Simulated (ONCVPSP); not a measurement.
calcium (Ca): ONCV pseudisation with LDA (Perdew-Zunger), scalar-relativistic reference atom.

- Element: calcium (Ca)
- Generator: ONCVPSP 4.0.1
- Type: optimised norm-conserving Vanderbilt (ONCV)
- Functional: LDA (Perdew-Zunger)
- Relativity: scalar-relativistic
- Frozen core: [Ne]
- Valence charge: 10
- Reference configuration: 3s2 3p6 4s2
- Partial waves: 3s+4s: rc 1.50 bohr, ncon 4, nbas 7, qcut 9 1/bohr, 2 projectors; 3p: rc 1.50 bohr, ncon 4, nbas 9, qcut 9.9 1/bohr, 2 projectors, debl 2.2 Ha; d scattering state at 0.15 Ha: rc 1.30 bohr, ncon 4, nbas 7, qcut 8 1/bohr, 2 projectors, debl 0.6 Ha
- Local potential: polynomial inside 1.20 bohr (lpopt 2, dvloc0 0 Ha)
- Core correction: Teter function, fcfact 3, rcfact 1.5

In the d channel the program set the typed energies aside and used 0.050, 0.650 Ha.

All-electron outer shells of the reference configuration (LDA (Perdew-Zunger), scalar-relativistic, ld1.x):

```tsv
shell	level (eV)	outermost node (bohr)	outermost maximum (bohr)
3s	-46.82	0.45	0.99
3p	-27.98	0.42	1.04
4s	-3.87	1.43	3.33
```

Task: Estimate the cutoffs (Ha) at which the residual kinetic energy of the hardest occupied pseudo-wave falls to 1 and 0.1 mHa per electron.

Result: 25 Ha and 30 Ha.

Task: What does a ghost test show?

Result: No bound ghost flagged; no localised positive-energy state flagged.

Task: Which valence shell sets the plane-wave cutoff?

Result: 3s: 25 Ha for 1 mHa per electron, against 20 Ha for 4s.

Task: Tests: 3s2 3p6 4s1; 3s2 3p6 4s0; 3s2 3p6 4s1.5; 3s2 3p6 3d0.5 4s1.5. Which has the largest error in its energy relative to the reference configuration, and how large is it?

Result: 3s2 3p6 4s0, with -0.5 meV (all-electron minus pseudo) on +18.41 eV.
